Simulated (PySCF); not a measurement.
Al(H)(F)(Me) (CH₄AlF), SMILES [CH3][AlH][F]. Atoms are numbered in the order given.

```xyz
7

Al    -0.2077    -0.4349     0.1103
H     -1.0062    -1.7843     0.3737
F      1.2737    -0.3172     0.8784
C     -0.8150     1.0447    -1.0030
H     -1.7251     1.4993    -0.5789
H     -1.0843     0.6917    -2.0113
H     -0.0574     1.8339    -1.1046
```

Coordinates come from a PBE-D3(BJ)/def2-TZVP optimisation.

Calculation: B3LYP/pcJ-1 (PySCF).

Isotropic couplings with Fermi-contact, spin-dipole and both spin-orbit terms, one fixed conformer, no vibrational averaging. Isotopes: 13C, 19F, 1H.

Question: Estimate the spin–spin coupling constants. (The exact figures need the calculation; the answer reports its results.)

Answer: 
| pair | bonds apart | J (Hz) |
|---|---|---|
| C4–H5 | 1 | 125.8 |
| C4–H6 | 1 | 127.0 |
| C4–H7 | 1 | 133.4 |
| H2–F3 | 2 | 62.7 |
| H2–C4 | 2 | 37.1 |
| F3–C4 | 2 | 8.3 |
| H5–H6 | 2 | -16.8 |
| H5–H7 | 2 | -14.7 |
| H6–H7 | 2 | -14.2 |
| H2–H5 | 3 | -2.6 |
| H2–H6 | 3 | -2.6 |
| H2–H7 | 3 | 3.9 |
| F3–H5 | 3 | 4.9 |
| F3–H6 | 3 | 7.1 |
| F3–H7 | 3 | -2.8 |
